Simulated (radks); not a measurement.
The numbers below are computed, except where a source is named.
Species: the hafnium ion Hf26+. Configuration: [Kr] 4d10 (the NIST ground configuration).

Code: a radial shooting solver on a logarithmic mesh with Libxc functionals. Model: scalar-relativistic Kohn-Sham, PBE, spin-polarised, spherical densities, finite nucleus; Fermi nuclear charge, rms radius 5.347 fm.

Energy parts (eV):
| part | energy |
|---|---|
| total | -402114.99 |
| kinetic | 441277.43 |
| electron-nucleus | -950505.66 |
| Hartree | 114556.80 |
| exchange-correlation | -7443.55 |

Orbitals (lengths in bohr, moments of r in powers of bohr):
1s: occ. 2; eigenvalue (eV) -66118.74; <r^2> 0.0004952; <r> 0.01899
2s: occ. 2; eigenvalue (eV) -12023.17; <r^2> 0.007649; <r> 0.08042
2p: occ. 6; eigenvalue (eV) -10662.74; <r^2> 0.006292; <r> 0.07176
3s: occ. 2; eigenvalue (eV) -3412.192; <r^2> 0.04948; <r> 0.2081
3p: occ. 6; eigenvalue (eV) -3005.367; <r^2> 0.05001; <r> 0.2078
3d: occ. 10; eigenvalue (eV) -2524.803; <r^2> 0.04147; <r> 0.1883
4s: occ. 2; eigenvalue (eV) -1309.878; <r^2> 0.2204; <r> 0.4428
4p: occ. 6; eigenvalue (eV) -1166.810; <r^2> 0.2401; <r> 0.4608
4d: occ. 10; eigenvalue (eV) -985.3484; <r^2> 0.2532; <r> 0.4705

The highest occupied level is 4d at -985.35 eV. The electron density at the nucleus is 1.282e+06 e/bohr^3 (large components only). For comparison, the ionisation energy in NIST's Atomic Spectra Database is 1002 eV (theoretical). In exact Kohn-Sham theory the highest level is minus the ionisation energy, but local and semilocal functionals leave it too shallow, through self-interaction and a potential that decays too fast; potentials with the right tail come closer. The density falls to 0.001 e/bohr^3 at r = 1.29 bohr.
